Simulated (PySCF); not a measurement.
SbF3, SMILES [F][Sb]([F])[F].

The structure is a stationary point at B3LYP-D3(BJ)/def2-SVP. The isomer is the one that the SMILES or the coordinates give; other isomers of the formula were not compared. The def2 effective core potentials stand for the cores of Sb; spin–orbit coupling is left out.

The numbers are results of PySCF 2.14.0 with C-PCM-ωB97X/def2-SVP, not measurements.

The values are the electrostatic part of the solvation free energy, E(continuum) − E(gas) at the gas-phase geometry, in a cavity of scaled van der Waals radii (PySCF's table); cavitation and dispersion terms are not included. A continuum can't describe solvent molecules that bind to the metal. In vacuum the orbital gap is 12.40 eV. The dipole moment in vacuum is 4.07 D.

```csv
solvent,ε,ΔG(elec) (kcal/mol),dipole (D),gap (eV)
water,78.36,-9.3,4.93,12.60
ethanol,24.85,-9.0,4.90,12.60
dichloromethane,8.93,-8.2,4.83,12.58
```
